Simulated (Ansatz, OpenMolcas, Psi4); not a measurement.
Abstraction of F: CHBrClF + SF → CHBrCl + SF2

Species: CHBrClF `FC(Cl)Br`, singlet; SF (Monosulfur monofluoride), doublet; CHBrCl `Cl[CH]Br`, doublet; SF2 (sulfur difluoride) `FSF`, singlet. A radical takes F: the energy is the difference in strength between the C–F bond broken and the S–F bond made.

Shapes, held fixed at every level: PBE0-D4/def2-TZVP. Programs: Ansatz 0.2.0, OpenMolcas 26.06, Psi4 1.11. A level may come from different programs for different species; with the same settings they agree closely. The zero-point and thermal change to 298 K, harmonic and unscaled (PBE0-D4/def2-TZVP), is -7.4 kJ/mol.

(1) Estimate ΔH(298 K) of this reaction.

Results:

(1) The highest level, CCSD(T)/def2-TZVPP, gives ΔH(298 K) = +82.1 kJ/mol; the levels span +63.5 to +121.9. The column of differences is taken from that level and isn't an error. No measured value is set beside it here. Open shells run unrestricted. Relativity is left out for Br. Outer-core shells of Br are correlated, in sets that cover them unevenly.

| level | kind | ΔH(298 K) (kJ/mol) | less CCSD(T)/def2-TZVPP |
| --- | --- | --- | --- |
| HF/def2-SVP | Hartree–Fock | +121.9 | +39.8 |
| r2SCAN-D4/def2-TZVPP | meta-GGA | +63.5 | -18.6 |
| B3LYP/6-31G* (Cartesian functions) | global hybrid | +97.1 | +15.0 |
| wB97M-V/def2-TZVPP | range-separated hybrid | +71.7 | -10.4 |
| wB97X-V/def2-TZVPP | range-separated hybrid | +74.3 | -7.8 |
| CCSD/def2-TZVPP | coupled cluster or CI | +83.4 | +1.3 |
| CCSD(T)/def2-TZVPP | coupled cluster or CI | +82.1 | 0.0 |
